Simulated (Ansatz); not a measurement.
Ansatz (a quantum-chemistry and plane-wave program) input (B3LYP-D3(BJ)/def2-TZVP):

Ansatz 0.2 input:
```yaml
crystal:
  periodic: [false, false, false]
  atoms:
    - {symbol: Ag, position_ang: [-0.00000000, -0.00000000, -0.32092593]}
    - {symbol: F, position_ang: [0.00000000, 0.00000000, 1.67594652]}
basis:
  gaussian:
    orbitals: def2-TZVP
hamiltonian:
  xc: b3lyp
  dispersion: d3bj
phonons: {temperatures: {t_min: 298.15, t_max: 298.15, t_step: 100}}
```

Output:

```
Functional definition: B3LYP
integrals: 0.01 GiB planned
514 factors; their error is unknown
mean field: 0.15 GiB planned
mean field evaluation 1: about -6714.5794 eV, gradient 5.2e1 eV
mean field evaluation 2: about -6603.9283 eV, gradient 2.4e2 eV
mean field evaluation 4: about -6718.3663 eV, gradient 2.0e1 eV
mean field evaluation 8: about -6718.9543 eV, gradient 9.6e-2 eV
mean field evaluation 16: about -6718.9543 eV, gradient 1.2e-5 eV
mean field -6718.95433209 eV, -246.9170174336 hartree, gradient 1.2e-5 eV, S^2 0.000000; 0 other end points of the search recorded, 0 dependent functions left out
the calculation of the forces begins
reference -6718.95453164 eV, -246.9170247667 hartree; 14, 14 occupied and 57, 57 virtual orbitals, 514 factors
these checks for a lower state are left out or cut short: stability, starts, cluster_reference, orbital_swaps, neighbouring_geometries, increment
integrals: 0.01 GiB planned
514 factors; their error is unknown
mean field: 0.15 GiB planned
mean field -6718.95433209 eV, -246.9170174336 hartree, gradient 1.6e-6 eV, S^2 0.000000; 0 other end points of the search recorded, 0 dependent functions left out
the calculation of the forces begins
reference -6718.95453164 eV, -246.9170247667 hartree; 14, 14 occupied and 57, 57 virtual orbitals, 514 factors
these checks for a lower state are left out or cut short: stability, starts, cluster_reference, orbital_swaps, neighbouring_geometries, increment
integrals: 0.01 GiB planned
514 factors; their error is unknown
mean field: 0.15 GiB planned
mean field -6718.95433209 eV, -246.9170174336 hartree, gradient 1.6e-6 eV, S^2 0.000000; 0 other end points of the search recorded, 0 dependent functions left out
the calculation of the forces begins
reference -6718.95453164 eV, -246.9170247667 hartree; 14, 14 occupied and 57, 57 virtual orbitals, 514 factors
these checks for a lower state are left out or cut short: stability, starts, cluster_reference, orbital_swaps, neighbouring_geometries, increment
integrals: 0.01 GiB planned
514 factors; their error is unknown
mean field: 0.15 GiB planned
mean field evaluation 32: about -6718.9543 eV, gradient 6.2e-2 eV
mean field -6718.95433209 eV, -246.9170174336 hartree, gradient 1.6e-6 eV, S^2 0.000000; 0 other end points of the search recorded, 0 dependent functions left out
the calculation of the forces begins
reference -6718.95453164 eV, -246.9170247667 hartree; 14, 14 occupied and 57, 57 virtual orbitals, 514 factors
these checks for a lower state are left out or cut short: stability, starts, cluster_reference, orbital_swaps, neighbouring_geometries, increment
integrals: 0.01 GiB planned
514 factors; their error is unknown
mean field: 0.15 GiB planned
mean field -6718.95433209 eV, -246.9170174336 hartree, gradient 1.6e-6 eV, S^2 0.000000; 0 other end points of the search recorded, 0 dependent functions left out
the calculation of the forces begins
reference -6718.95453164 eV, -246.9170247667 hartree; 14, 14 occupied and 57, 57 virtual orbitals, 514 factors
these checks for a lower state are left out or cut short: stability, starts, cluster_reference, orbital_swaps, neighbouring_geometries, increment
integrals: 0.01 GiB planned
514 factors; their error is unknown
mean field: 0.15 GiB planned
mean field -6718.95428577 eV, -246.9170157312 hartree, gradient 9.4e-7 eV, S^2 0.000000; 0 other end points of the search recorded, 0 dependent functions left out
the calculation of the forces begins
reference -6718.95448532 eV, -246.9170230645 hartree; 14, 14 occupied and 57, 57 virtual orbitals, 514 factors
these checks for a lower state are left out or cut short: stability, starts, cluster_reference, orbital_swaps, neighbouring_geometries, increment
integrals: 0.01 GiB planned
514 factors; their error is unknown
mean field: 0.15 GiB planned
mean field -6718.95428898 eV, -246.9170158493 hartree, gradient 8.5e-7 eV, S^2 0.000000; 0 other end points of the search recorded, 0 dependent functions left out
the calculation of the forces begins
reference -6718.95448852 eV, -246.9170231821 hartree; 14, 14 occupied and 57, 57 virtual orbitals, 514 factors
these checks for a lower state are left out or cut short: stability, starts, cluster_reference, orbital_swaps, neighbouring_geometries, increment
integrals: 0.01 GiB planned
514 factors; their error is unknown
mean field: 0.15 GiB planned
mean field evaluation 64: about -6718.9543 eV, gradient 4.6e-5 eV
mean field -6718.95433209 eV, -246.9170174336 hartree, gradient 1.6e-6 eV, S^2 0.000000; 0 other end points of the search recorded, 0 dependent functions left out
the calculation of the forces begins
reference -6718.95453164 eV, -246.9170247667 hartree; 14, 14 occupied and 57, 57 virtual orbitals, 514 factors
these checks for a lower state are left out or cut short: stability, starts, cluster_reference, orbital_swaps, neighbouring_geometries, increment
integrals: 0.01 GiB planned
514 factors; their error is unknown
mean field: 0.15 GiB planned
mean field -6718.95433209 eV, -246.9170174336 hartree, gradient 1.6e-6 eV, S^2 0.000000; 0 other end points of the search recorded, 0 dependent functions left out
the calculation of the forces begins
reference -6718.95453164 eV, -246.9170247667 hartree; 14, 14 occupied and 57, 57 virtual orbitals, 514 factors
these checks for a lower state are left out or cut short: stability, starts, cluster_reference, orbital_swaps, neighbouring_geometries, increment
integrals: 0.01 GiB planned
514 factors; their error is unknown
mean field: 0.15 GiB planned
mean field -6718.95433209 eV, -246.9170174336 hartree, gradient 1.6e-6 eV, S^2 0.000000; 0 other end points of the search recorded, 0 dependent functions left out
the calculation of the forces begins
reference -6718.95453164 eV, -246.9170247667 hartree; 14, 14 occupied and 57, 57 virtual orbitals, 514 factors
these checks for a lower state are left out or cut short: stability, starts, cluster_reference, orbital_swaps, neighbouring_geometries, increment
integrals: 0.01 GiB planned
514 factors; their error is unknown
mean field: 0.15 GiB planned
mean field -6718.95433209 eV, -246.9170174336 hartree, gradient 1.6e-6 eV, S^2 0.000000; 0 other end points of the search recorded, 0 dependent functions left out
the calculation of the forces begins
reference -6718.95453164 eV, -246.9170247667 hartree; 14, 14 occupied and 57, 57 virtual orbitals, 514 factors
these checks for a lower state are left out or cut short: stability, starts, cluster_reference, orbital_swaps, neighbouring_geometries, increment
integrals: 0.01 GiB planned
514 factors; their error is unknown
mean field: 0.15 GiB planned
mean field evaluation 96: about -6718.9543 eV, gradient 8.5e-7 eV
mean field -6718.95428898 eV, -246.9170158493 hartree, gradient 8.5e-7 eV, S^2 0.000000; 0 other end points of the search recorded, 0 dependent functions left out
the calculation of the forces begins
reference -6718.95448852 eV, -246.9170231821 hartree; 14, 14 occupied and 57, 57 virtual orbitals, 514 factors
these checks for a lower state are left out or cut short: stability, starts, cluster_reference, orbital_swaps, neighbouring_geometries, increment
integrals: 0.01 GiB planned
514 factors; their error is unknown
mean field: 0.15 GiB planned
mean field -6718.95428577 eV, -246.9170157312 hartree, gradient 9.3e-7 eV, S^2 0.000000; 0 other end points of the search recorded, 0 dependent functions left out
the calculation of the forces begins
reference -6718.95448532 eV, -246.9170230645 hartree; 14, 14 occupied and 57, 57 virtual orbitals, 514 factors
Total energy: -6718.97955907 eV, -246.9179445078 hartree
Atom 0 at    -0.000000    -0.000000    -0.320926 Å, force     0.000000    -0.000000    -0.000014 eV/Å
Atom 1 at     0.000000     0.000000     1.675947 Å, force    -0.000000     0.000000     0.000014 eV/Å
Dipole moment:     0.000000    -0.000000    -1.184399 e Å
Vibrations: 490.98 cm⁻¹, zero-point energy 0.030437 eV
```
